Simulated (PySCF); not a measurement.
## Lu(54+): ionisation energy

Lu(54+) [Ne] 3s2 3p5 [3p1/2^2 3p3/2^3, M_J = 3/2] → Lu(55+) [Ne] 3s2 3p4 [3p1/2^2 3p3/2^2, M_J = 2], as a difference of total energies. Calculation: PySCF 2.14, in an even-tempered Gaussian basis (18 s from 15 bohr⁻², ratio 2.4; 14 p from 20 bohr⁻², ratio 2.4; 4 d from 72 bohr⁻², ratio 2.6; 4 f from 110 bohr⁻², ratio 2.6); the two-component X2C-1e Hamiltonian. Correlated levels: 1s2 frozen; the 48 highest virtual spinors dropped. "Screened" scales the spin-orbit matrix elements by Boettger's factors to mimic the two-electron term; Breit and QED terms are absent.

| method | ionisation energy (eV) |
| --- | --- |
| GHF (spin-free) | 5368.2 |
| GMP2 (spin-free) | 5369.3 |
| GHF (screened spin-orbit) | 5285.6 |
| GMP2 (screened spin-orbit) | 5286.7 |

Breit and QED terms and the two-electron picture change are absent.

The spin-free rows relax to the high-spin LS determinant and lack the spin-orbit shift.

The labels give the starting determinants; with spin-orbit coupling the two ends relaxed to ⟨J²⟩ = 3.75, ⟨L²⟩ = 2.04, ⟨S²⟩ = 0.79 and ⟨J²⟩ = 6.00, ⟨L²⟩ = 3.28, ⟨S²⟩ = 1.41.

For comparison: 5282 ± 5 eV (theoretical estimate listed by NIST; NIST Atomic Spectra Database, ionization energies).
